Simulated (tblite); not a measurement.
Species: C7H8O.
SMILES with atom numbers: `[CH:1]#[C:2][C@@H:3]1[C:4](=[O:5])[CH2:6][C@@H:7]1[CH3:8]` (hydrogens: H9 on C1; H10 on C3; H11, H12 on C6; H13 on C7; H14, H15, H16 on C8)

Computed with GFN2-xTB (tblite), gas phase: L-BFGS steps from a force-field or distance-geometry start until the largest atomic force falls under 0.01 eV/Å.

Geometry at step 71:
```
atom  x, y, z in Å
C1      1.8739   -1.5543   -1.3776
C2      1.1813   -0.6003   -1.1651
C3      0.3724    0.5481   -0.8449
C4      0.9223    1.4129    0.2902
O5      1.9290    2.0462    0.4226
C6     -0.3027    1.1783    1.1446
C7     -0.9084    0.3166    0.0128
C8     -1.2007   -1.1261    0.3851
H9      2.4750   -2.3856   -1.5958
H10     0.1972    1.1345   -1.7509
H11    -0.8445    2.0897    1.4105
H12    -0.0863    0.6294    2.0659
H13    -1.7934    0.7737   -0.4401
H14    -0.3170   -1.5979    0.8123
H15    -1.4996   -1.6898   -0.4971
H16    -2.0061   -1.1668    1.1161
```

**Question.** Give the atomic forces at this geometry.

**Answer.** 
```
atom  Fx (eV/Å)  Fy (eV/Å)  Fz (eV/Å)
  C1     -0.038      0.046     -0.005
  C2      0.016     -0.037      0.010
  C3     -0.039      0.024     -0.006
  C4      0.158      0.132      0.067
  O5     -0.223     -0.139      0.007
  C6      0.003      0.016      0.058
  C7      0.004      0.008      0.055
  C8      0.007      0.036      0.001
  H9     -0.006      0.006      0.003
 H10      0.019     -0.014     -0.030
 H11      0.062     -0.111     -0.044
 H12     -0.010      0.068     -0.135
 H13      0.073     -0.052      0.030
 H14     -0.038      0.020     -0.035
 H15      0.018      0.001      0.044
 H16     -0.006     -0.006     -0.020
```

The largest, 0.26 eV/Å, acts on O5; the rms over all components is 0.063 eV/Å. The forces sum to zero within rounding, as they must for an isolated molecule in no field.

**Question.** Give the force on O5 in Eh/bohr and in nN.

**Answer.** 0.263 eV/Å ÷ 51.422 = 0.00511 Eh/bohr, and 0.263 eV/Å × 1.602 = 0.42 nN.

**Question.** How far is this geometry from the end of the optimisation?

**Answer.** 0.002 eV above it, and 0.008 Å rms away after alignment. The bonds farthest from their final lengths, with half the difference of the two atoms' forces along the bond (positive lengthens):

```csv
bond,now (Å),final (Å),force along bond (eV/Å)
C6–H12,1.094,1.089,-0.10
C6–H11,1.093,1.089,-0.08
C4=O5,1.197,1.194,-0.24
C6–C7,1.546,1.544,0.00
C7–H13,1.094,1.092,-0.04
C4–C6,1.512,1.510,+0.07
```

The angle farthest from its final value is C1–C2–C3, 177.3° against 178.0°.

What follows is the cost of the whole relaxation. Hardware: one thread of an Intel Xeon Platinum 8488C, shared host with 96 logical CPUs at a one-minute load of 28. Cost: 0.35 s of wall time.
